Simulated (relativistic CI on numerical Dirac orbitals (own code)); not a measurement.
## Slater and spin-orbit integrals, Dy²⁹⁺

These numbers are calculated, not measured: Dirac-Coulomb-Breit CI, separate exchange-only KLI orbitals for each configuration, a model potential for QED, unscaled Slater integrals (own radial code, finite nucleus).

Slater integrals F^k, G^k are unscaled and averaged over j, outside the closed core [Ar] 3d10; ζ comes from projecting the Hamiltonian with its Breit term on Σ l·s of the shell.

- 4s2 4p6 4d: ζ(4d) = 32095 cm⁻¹; <r>(4d) = 0.5029, <r^2>(4d) = 0.2888 (bohr units).
- 4s2 4p5 4d2: ζ(4p) = 259250, F^2(4d,4d) = 200210, F^4(4d,4d) = 136360, F^2(4p,4d) = 202090, G^1(4p,4d) = 251930, G^3(4p,4d) = 161200, ζ(4d) = 31954 cm⁻¹; <r>(4p) = 0.4976, <r^2>(4p) = 0.2799, <r>(4d) = 0.5029, <r^2>(4d) = 0.2888 (bohr units).
- 4s2 4p6 4f: ζ(4f) = 4693.3 cm⁻¹; <r>(4f) = 0.4801, <r^2>(4f) = 0.2614 (bohr units).

Q: Give the Racah parameters of the d shell in 4s2 4p5 4d2.

A: B = F²/49 − 5F⁴/441 = 2540 cm⁻¹ and C = 35F⁴/441 = 10822 cm⁻¹.

Averages of the first 10 configurations, taken without configuration mixing, which lowers the lowest level and can move excited configurations by several eV; other configurations of the list can lie among them:

```json
{"Configuration": "4s2 4p6 4d", "Parity": "even", "States": "10", "Average energy above the lowest level (eV)": "8.0"}
{"Configuration": "4s2 4p5 4d2", "Parity": "odd", "States": "270", "Average energy above the lowest level (eV)": "160.4"}
{"Configuration": "4s2 4p6 4f", "Parity": "odd", "States": "14", "Average energy above the lowest level (eV)": "170.3"}
{"Configuration": "4s 4p6 4d2", "Parity": "even", "States": "90", "Average energy above the lowest level (eV)": "282.6"}
{"Configuration": "4s2 4p5 4d 4f", "Parity": "even", "States": "840", "Average energy above the lowest level (eV)": "320.7"}
{"Configuration": "4s 4p6 4d 4f", "Parity": "odd", "States": "280", "Average energy above the lowest level (eV)": "443.1"}
{"Configuration": "4s2 4p6 5s", "Parity": "even", "States": "2", "Average energy above the lowest level (eV)": "330.8"}
{"Configuration": "4s2 4p6 5p", "Parity": "odd", "States": "6", "Average energy above the lowest level (eV)": "380.6"}
{"Configuration": "4s2 4p6 5d", "Parity": "even", "States": "10", "Average energy above the lowest level (eV)": "449.6"}
{"Configuration": "4p6 4d3", "Parity": "even", "States": "120", "Average energy above the lowest level (eV)": "561.1"}
```
